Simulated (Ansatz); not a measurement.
Consider the formal hydrolysis of a B–N bond: `NB(N)N` + H₂O → `NB(N)O` + NH₃.

Calculated with Ansatz (gas phase, PBE0-D4/def2-TZVP geometries, no zero-point term in ΔE). CCSD(T)/CBS adds triple-zeta CCSD(T) − MP2 to the extrapolated MP2 energy (def2 sets, frozen cores). This one scheme is used for every species. Functionals use def2-TZVPP. One conformer a species, not always the lowest.

| species | r2SCANh-D4 energy (Eh) |
| --- | --- |
| `NB(N)N` | -192.80926 |
| H₂O | -76.41866 |
| `NB(N)O` | -212.69611 |
| NH₃ | -56.54572 |

(1) Work out ΔE.

Largest T1 diagnostic among the species: 0.010.

## Answers

(1) ΔE = (-212.69611) + (-56.54572) − (-192.80926) − (-76.41866) = -0.01391 Eh = -36.5 kJ/mol. CCSD(T)/CBS gives -32.2 kJ/mol.

At CCSD(T), def2-SVP lies −13.7 kJ/mol from the extrapolated value and def2-TZVPP −3.7 kJ/mol. In def2-TZVPP, CCSD(T) changes the Hartree–Fock value by +5.1 kJ/mol (the triples alone add +0.2 kJ/mol) and MP2 by +7.4 kJ/mol. Leaving LDA and LC-ωPBE aside and taking each functional with its dispersion term where it has one, the values, not all of them listed here, spread over 9.6 kJ/mol, from B97M-V to revPBE-D4.
